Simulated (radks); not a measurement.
Results of a calculation; reference values are marked as such.
Valence configurations of Cl IV (all share [Ne]). Level of theory: non-relativistic Kohn-Sham, TPSS, spin-polarised, spherical densities, point nucleus; open shells are filled with parallel spins first; meta-GGA in the generalised Kohn-Sham scheme (a radial shooting solver on a logarithmic mesh with Libxc functionals). Energies are relative to 3s2 3p2; eigenvalues in eV for spin up.

valence,E (eV),moment (Bohr magnetons),e(3p),e(3s)
3s2 3p2,0.000,2,-46.518,-60.457
3s1 3p3,8.406,4,-47.772,-61.798
3p4,27.608,2,-47.488,-
3s1.5 3p2.5,4.566,3,-47.254,-61.274
3s0.5 3p3.5,18.341,3,-47.754,-61.770

NIST lists [Ne] 3s2 3p2 as the ground configuration; this level of theory agrees among the configurations tried. The energies are those of spherical high-spin densities, not of single terms.
